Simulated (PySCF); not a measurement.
H4NSi (SMILES [NH][SiH3]), doublet, at a GFN2-xTB geometry. Base run: PySCF with PBE/3-21G.

The PySCF input:
```python
from pyscf import gto, scf, dft

mol = gto.Mole()
mol.atom = '''
    N     1.07284404   -0.47233394   -0.03757332
    Si   -0.46623376    0.17659403    0.02505938
    H     1.90814349    0.00985181   -0.32564380
    H    -0.91969709   -0.03779712    1.41254787
    H    -1.29533293   -0.71428448   -0.80899513
    H    -0.67574904    1.57625096   -0.36572701
'''
mol.basis = '3-21g'
mol.spin = 1
mol.verbose = 4
mol.build()

mf = dft.UKS(mol)
mf.xc = 'pbe'
mf.kernel()
mf.analyze()
```

The base run was repeated with changes; each row names its change, and settings that it needs were set with it.

| change | ΔE vs base (mEh) | fitting functions | dipole (D) |
|---|---|---|---|
| base | 0.000 | - | 1.55 |
| auxbasis = def2-svp-ri | -451.0 | 166 | 1.56 |
| auxbasis = def2-tzvp-ri | -18.459 | 249 | 1.56 |
| auxbasis = even-tempered beta=3.0 | -4.956 | 113 | 1.57 |
| auxbasis = even-tempered beta=2.0 | -3.080 | 171 | 1.57 |
| auxbasis = even-tempered beta=1.6 | -2.688 | 251 | 1.57 |
| auxbasis = cc-pvdz-jkfit | -0.197 | 274 | 1.56 |
| auxbasis = def2-universal-jkfit | -0.172 | 277 | 1.55 |
| auxbasis = default (with mf = mf.density_fit()) | -0.172 | 277 | 1.55 |
| auxbasis = cc-pvtz-jkfit | -0.181 | 320 | 1.56 |

A fitting set is made for a task (jfit for Coulomb, jkfit for Coulomb and exchange, ri for correlation) and for a family of orbital bases.

Open shells are given as the SCF converged; they aren't shown to be the lowest states, and a large step between rows can be another state.
